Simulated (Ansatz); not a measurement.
Method: Ansatz (an electronic-structure program) with frozen-core CCSD(T)/cc-pVTZ // PBE0-D4/def2-TZVP.

Ansatz 0.2 input:
```yaml
crystal:
  periodic: [false, false, false]
  atoms:
    - { symbol: B, position_ang: [2.055956, -0.021665, 0.797987] }
    - { symbol: N, position_ang: [0.90741, -0.194765, 0.351296] }
    - { symbol: B, position_ang: [-0.382159, -0.460127, -0.191194] }
    - { symbol: N, position_ang: [-1.437934, 0.431969, -0.000049] }
    - { symbol: H, position_ang: [3.135958, 0.145934, 1.22082] }
    - { symbol: H, position_ang: [-0.581588, -1.459506, -0.823834] }
    - { symbol: H, position_ang: [-2.356607, 0.270311, -0.371068] }
    - { symbol: H, position_ang: [-1.341032, 1.287853, 0.519384] }
basis:
  gaussian: { orbitals: cc-pVTZ }
correlation:
  method: ccsd_t
```

Output:

```
Functional definition: HF
1023 factors; integrals over basis functions are off by at most 1.1e-3 eV
mean field evaluation 1: about -4368.7074 eV, gradient 4.9e1 eV
mean field evaluation 2: about -4368.7094 eV, gradient 4.9e1 eV
mean field evaluation 4: about -4374.0352 eV, gradient 4.6e0 eV
mean field evaluation 8: about -4374.1043 eV, gradient 2.9e-1 eV
mean field evaluation 16: about -4374.0943 eV, gradient 1.9e0 eV
mean field -4374.10470307 eV, -160.7453829632 hartree, gradient 1.6e-6 eV, S^2 0.000000; 0 other end points of the search recorded, 0 dependent functions left out
4 core orbitals not correlated
reference -4374.10470307 eV, -160.7453829632 hartree; 10, 10 occupied and 162, 162 virtual orbitals, 1023 factors
second order -16.46007455 eV of doubles, -0.00000000 eV of singles
cycle   1  -16.54856617 eV  change   -8.8e-2 eV  update   9.7e-2
cycle   2  -16.97586259 eV  change   -4.3e-1 eV  update   2.9e-2
cycle   3  -17.08746001 eV  change   -1.1e-1 eV  update   1.7e-2
cycle   4  -17.07403454 eV  change    1.3e-2 eV  update   4.8e-3
cycle   5  -17.07378941 eV  change    2.5e-4 eV  update   2.5e-3
cycle   6  -17.07462799 eV  change   -8.4e-4 eV  update   6.8e-4
cycle   7  -17.07433701 eV  change    2.9e-4 eV  update   3.1e-4
cycle   8  -17.07424194 eV  change    9.5e-5 eV  update   9.5e-5
cycle   9  -17.07426748 eV  change   -2.6e-5 eV  update   3.7e-5
cycle  10  -17.07425431 eV  change    1.3e-5 eV  update   1.4e-5
perturbative correction -0.75358407 eV, -0.0276937039 hartree
Total energy: -4391.93254145 eV, -161.4005439395 hartree
```

Cost: about 70 core-seconds (a rough figure).
